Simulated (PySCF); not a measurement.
## Mn: excitation energy

Mn [Ar] 3d5 4s2 (6S) → Mn [Ar] 3d7 (4F), as a difference of total energies. Computed with PySCF 2.14 in aug-cc-pVTZ with one added diffuse shell each of s, p, d, f, g type (9s8p6d4f3g, 118 functions), with no relativity, point nucleus. Correlated levels: valence: [Ar] frozen. The calculations carry no spin-orbit coupling.

```json
{"method": "UHF", "excitation energy (cm⁻¹)": "69444"}
{"method": "LDA", "excitation energy (cm⁻¹)": "33234"}
{"method": "PBE", "excitation energy (cm⁻¹)": "32225"}
{"method": "PBE0", "excitation energy (cm⁻¹)": "40400"}
{"method": "r2SCAN", "excitation energy (cm⁻¹)": "38635"}
{"method": "B3LYP", "excitation energy (cm⁻¹)": "37905"}
{"method": "PBEsol", "excitation energy (cm⁻¹)": "32958"}
{"method": "r2SCAN0", "excitation energy (cm⁻¹)": "44979"}
{"method": "MP2 (valence)", "excitation energy (cm⁻¹)": "46982"}
{"method": "SCS-MP2 (valence)", "excitation energy (cm⁻¹)": "45342"}
```

A first-order spin-orbit estimate (lowest level to lowest level, LS coupling) adds -0.060 eV.
